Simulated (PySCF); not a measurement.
AsH⁺ at PBE0

Level: PBE0. PySCF, scalar-relativistic core potentials, basis sets As cc-pVTZ-PP with ECP10, H cc-pVTZ.

For AsH⁺, the state is ⁴Σ⁻ (quartet), unpaired electrons σ ↑, π ↑↑, a second solution, started from another occupation. The bond length is 1.678 Å and the harmonic wavenumber is 1218 cm⁻¹. The force constant is 0.869 mdyn/Å, the rotational constant Be is 6.023 cm⁻¹ and the anharmonicity ωexe is 63.3 cm⁻¹. The vibration–rotation constant αe is 0.448 cm⁻¹ and the energy of the minimum from ground-state As⁺ + H is -1.27 eV. The bond order (Mayer) is 0.68 and the dipole moment (positive dipole points towards H; it is taken about the centre of mass and depends on that origin) is 1.65 D.

Spin–orbit coupling is left out. For an ion De counts to the pair picked by the measured ionisation energies or electron affinities, which need not be the lowest pair at this level.
